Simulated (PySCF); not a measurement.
arsenic trifluoride cation (AsF₃), SMILES F[As](F)F (connectivity only; charge and spin as stated), charge +1, multiplicity 2.

Geometry: PBE0-D3(BJ)/def2-SVP. The multiplicity is an assumed one; other spin states were not compared.

Level of theory: PBE0-D3(BJ)/def2-SVP run with PySCF 2.14.0.

Frequencies are harmonic and unscaled.

Modes within 1.5 cm⁻¹ of each other (mostly degenerate sets) share a row, with their intensities summed.

| mode | ν (cm⁻¹) | IR (km/mol) | moving atoms (share of kinetic energy) |
|---|---|---|---|
| 1–2 | 229 | 22.1 | F 89 %, As 11 % |
| 3 | 278 | 29.8 | F 67 %, As 33 % |
| 4 | 753 | 10.5 | F 90 %, As 10 % |
| 5–6 | 806 | 117.2 | F 75 %, As 25 % |
